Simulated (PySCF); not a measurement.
C7H11O (doublet state).
Numbering: `[CH3:1][O:2][C@@H:3]1[CH2:4][C:5]2[CH2:6][CH2:7][C@H:8]12` (hydrogens: H9, H10, H11 on C1; H12 on C3; H13, H14 on C4; H15, H16 on C6; H17, H18 on C7; H19 on C8)

Structure used (GFN2-xTB), in Å, numbered top down from 1:
```
atom  x, y, z in Å
C1    -2.3548   -0.3298   -0.9641
O2    -1.2824    0.5775   -0.9074
C3    -0.6950    0.6606    0.3610
C4     0.4925    1.6484    0.4073
C5     1.3751    0.5038    0.8465
C6     2.2151   -0.2391   -0.1596
C7     1.0072   -1.1821   -0.3723
C8     0.2382   -0.5094    0.7791
H9    -2.0355   -1.3490   -0.7173
H10   -3.1560   -0.0355   -0.2741
H11   -2.7286   -0.3039   -1.9858
H12   -1.4601    0.8647    1.1244
H13    0.3661    2.4459    1.1370
H14    0.7415    2.0823   -0.5611
H15    3.0704   -0.7520    0.2790
H16    2.5510    0.3377   -1.0215
H17    0.5240   -1.0269   -1.3347
H18    1.2163   -2.2393   -0.2228
H19   -0.0949   -1.1447    1.5941
```

The hyperfine couplings belong to this conformer and change with its torsions.

Computed with UKS B3LYP, pcH-1 on C H O, non-relativistic, mean-field spin-orbit, GIAO in PySCF. Geometry: GFN2-xTB, one conformer, isolated molecule. The geometry wasn't refined by DFT: couplings that depend on bond lengths, twists or pyramidal angles can differ widely from those at the functional's own minimum. Stability of the SCF solution: not tested.

Problem. Break the g tensor into its mass correction, gauge correction and orbital-Zeeman/spin–orbit terms.

Solution. 
```tsv
Δg (ppm)	1	2	3
relativistic mass correction	-159	-159	-159
gauge correction	15	13	26
orbital Zeeman/spin–orbit	-66	642	963
total	-210	496	830
```

So g = 2.00211, 2.00282, 2.00315 and g_iso = 2.00269; the tensor is rhombic: the two nearest values differ by 32 % of g3 − g1. 

Problem. Average each term over the three axes. Which is largest in size?

Solution. The orbital-Zeeman/spin–orbit term 513, the mass correction -159 and the gauge correction 18 ppm, for a total of 372 ppm. The orbital-Zeeman/spin–orbit term is the largest in size. The mass correction is the same along every axis, so the anisotropy comes from the other two: their spans along these axes are 13 (gauge) and 1030 ppm (orbital Zeeman/spin–orbit).

Problem. What are the electron Larmor frequencies g μB B/h along the three axes at 3350 mT?

Solution. 93.8737, 93.9069, 93.9225 GHz for g1, g2 and g3, a range of 48.8 MHz.

Problem. What effective moment and Curie constant follow for a powder?

Solution. With the mean of g² = 4.0108 and S(S+1) = 0.75: μ_eff = √(⟨g²⟩S(S+1)) = 1.734 μB and χT = 0.12505·⟨g²⟩·S(S+1) = 0.376 cm³ K/mol (cgs; spin-Hamiltonian part alone).

Problem. In a frozen sample, at which fields do the three g values resonate at 9.5, 34, 94 and 263 GHz (hyperfine left aside), and which band first spreads them over more than twice a line width of 1.0 mT?

Solution. 
```json
{"band": "X", "GHz": "9.5", "B(g3) mT": "338.84", "B(g2) mT": "338.90", "B(g1) mT": "339.02", "spread mT": "0.18"}
{"band": "Q", "GHz": "34.0", "B(g3) mT": "1212.70", "B(g2) mT": "1212.90", "B(g1) mT": "1213.33", "spread mT": "0.63"}
{"band": "W", "GHz": "94.0", "B(g3) mT": "3352.76", "B(g2) mT": "3353.32", "B(g1) mT": "3354.51", "spread mT": "1.74"}
{"band": "J", "GHz": "263.0", "B(g3) mT": "9380.60", "B(g2) mT": "9382.17", "B(g1) mT": "9385.48", "spread mT": "4.88"}
```

The spread grows in proportion to the frequency. J band is the first where it exceeds 2.0 mT.

The largest Mulliken spin population is on C5 (+0.91). The angles at C5 add up to 306.9°, so it is pyramidal.

The HOMO–LUMO gaps are 6.27 eV among the α and 5.56 eV among the β orbitals.
